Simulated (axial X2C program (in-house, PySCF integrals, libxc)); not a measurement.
# CsB: cheaper levels and CCSD(T), 2c

All values were computed with an axial X2C code built on PySCF integrals. Two-component (2c) means X2C with spin–orbit coupling and atomic mean-field two-electron Coulomb and Gaunt terms. Basis: Cs dyall-cv3z [15s15p9d4f1g], B dyall-v3z [7s6p2d1f] (cores contracted in-house); Gaussian nuclei, density fitting, unrestricted open shells. Masses: Cs 132.905 u, B 11.009 u.

State: Ω = 2 (⟨Sz⟩ = 1.00, ⟨Lz⟩ = 1.00 at HF); fragments Cs + B.

| level | Re (Å) | ωe (cm⁻¹) | De (eV) |
| --- | --- | --- | --- |
| PBE0 | 3.062 | 241.5 | 1.04 |
| HF | 3.188 | 240.5 | 0.371 |
| CCSD | 3.105 | 242.9 | 0.699 |
| LDA | 3.008 | 244.7 | 1.36 |
| B97-3 | 3.076 | 240.9 | 1.01 |
| TPSS | 3.080 | 239.0 | 1.05 |

Correlated methods: 12 electrons correlated (number of frozen shells: Cs 4 s, 3 p, 2 d; B 1 s), 274 virtual spin orbitals or spinors in MP2, 129 natural virtuals in coupled cluster.

CCSD(T), same Hamiltonian and basis:

Re = 3.097 Å, ωe = 242.3 cm⁻¹, De = 0.75 eV; T1 = 0.015 (Lee–Taylor normalisation).

**Question.** Give the differences from CCSD(T) in the columns below.

**Answer.** 

```
level  ΔRe (Å)  Δωe (cm⁻¹)  ΔDe (eV)
 PBE0   -0.035        -0.8      0.29
   HF    0.091        -1.8     -0.38
 CCSD    0.008         0.6     -0.05
  LDA   -0.089         2.4      0.61
B97-3   -0.021        -1.4      0.26
 TPSS   -0.017        -3.3      0.30
```

De is counted from the lowest determinant-based energies of the atoms at the same level, without counterpoise correction. Density functionals use the spin component along the axis (collinear). CCSD and (T) use frozen natural virtuals with an MP2 correction for the truncation; (T) itself is uncorrected, so its De runs slightly low. In 2c an atomic determinant is not the ground J level, so De misses part of the atomic spin–orbit lowering. This holds for PBE0, LDA, B97-3, TPSS. The functionals have no current-density term, which raises determinants with orbital currents, atoms included. The state is one determinant with fixed occupations, lowest in a PBE0 search at one distance only: followed along the bond, the 2c determinant Ω = 1 reaches 0.07 eV lower at PBE0, so the state shown is not the lowest. With several unpaired electrons one determinant need not be a pure state. A state of lower Ω lies just above, and one determinant can place such states too high, so the state shown need not be the lowest. The search has Ω = 1 only 0.07 eV up. Open-shell Ω = 0 determinants with evenly filled partner blocks cannot be reached by this program, so the Ω shown need not be the lowest component. At some level and bond length an empty orbital lies below a filled one. The stretched end of a curve changes character and is left out.
